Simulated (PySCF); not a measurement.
C6H3N.
Atom-mapped SMILES: `[CH:1]#[C:2][C:3]#[C:4][C:5]#[C:6][NH2:7]` (hydrogens: H8 on C1; H9, H10 on N7)

Computed by this run: PBE0/6-31G* geometry optimisation, gas phase (PySCF 2.14.0); density fitting, grid level 1; the optimiser is geomeTRIC in internal coordinates, started from a GFN2-xTB structure.

Step 2: E = -7745.5731 eV
```
atom  x, y, z in Å  |  force x, y, z in eV/Å
C1     -4.0748    0.0288   -0.8080    0.009   0.009  -0.006
C2     -2.8795    0.1200   -0.6085   -0.005  -0.016   0.042
C3     -1.5434    0.2197   -0.3842    0.014   0.035  -0.124
C4     -0.3369    0.3106   -0.1924   -0.014  -0.078   0.234
C5      0.9925    0.4051    0.0426    0.043   0.120  -0.290
C6      2.1960    0.5060    0.2203   -0.005  -0.088   0.207
N7      3.5102    0.6358    0.4004   -0.021   0.011  -0.043
H8     -5.1240   -0.0488   -0.9836   -0.003  -0.002  -0.002
H9      3.8136    1.2186    1.1705   -0.008  -0.005  -0.015
H10     4.0761   -0.1939    0.2728   -0.010   0.014  -0.004
```

Step 3: E = -7745.5735 eV
```
atom  x, y, z in Å  |  force x, y, z in eV/Å
C1     -4.0742    0.0328   -0.8115    0.047  -0.004   0.029
C2     -2.8797    0.1168   -0.6032   -0.013   0.019  -0.068
C3     -1.5436    0.2141   -0.3796   -0.014  -0.049   0.147
C4     -0.3395    0.2999   -0.1696    0.009   0.077  -0.260
C5      0.9941    0.4085    0.0259   -0.047  -0.074   0.241
C6      2.1925    0.4935    0.2399   -0.008   0.045  -0.112
N7      3.5052    0.6326    0.4051    0.006   0.013  -0.031
H8     -5.1214   -0.0397   -0.9965   -0.032  -0.004   0.000
H9      3.8160    1.2295    1.1598    0.026  -0.005   0.031
H10     4.0806   -0.1860    0.2597    0.026  -0.018   0.022
```

**Question.** Estimate the geometry and energy of step 4. (The exact step hangs on the optimiser's Hessian estimate; all steps are aligned on step 3, rigid shifts and turns removed.)

**Answer.** E = -7745.5768 eV, largest force 0.157 eV/Å
```
atom  x, y, z in Å  |  force x, y, z in eV/Å
C1     -4.0747    0.0299   -0.8088    0.011  -0.003   0.014
C2     -2.8796    0.1182   -0.6068   -0.001   0.012  -0.039
C3     -1.5433    0.2182   -0.3851   -0.004  -0.032   0.090
C4     -0.3385    0.3070   -0.1809    0.014   0.051  -0.148
C5      0.9938    0.4120    0.0274    0.001  -0.043   0.136
C6      2.1935    0.4983    0.2357   -0.031   0.021  -0.061
N7      3.5073    0.6327    0.4044   -0.001   0.010  -0.019
H8     -5.1233   -0.0465   -0.9876   -0.008  -0.002   0.001
H9      3.8168    1.2233    1.1652    0.010  -0.006   0.014
H10     4.0780   -0.1911    0.2663    0.009  -0.008   0.013
```

The energy changes by -0.0033 eV. The first-order estimate −F·Δx gives -0.0041 eV and the mean of the old and new forces, exact on a quadratic surface, -0.0032 eV. The step makes an angle of 67° with the force vector and moves no atom by more than 0.013 Å.

What follows is the cost of the whole optimisation. Time: 18 s; peak memory 0.47 GiB. Hardware: one thread, Intel Xeon Platinum 8488C (x86_64), shared host with 192 logical CPUs at a one-minute load of 11.
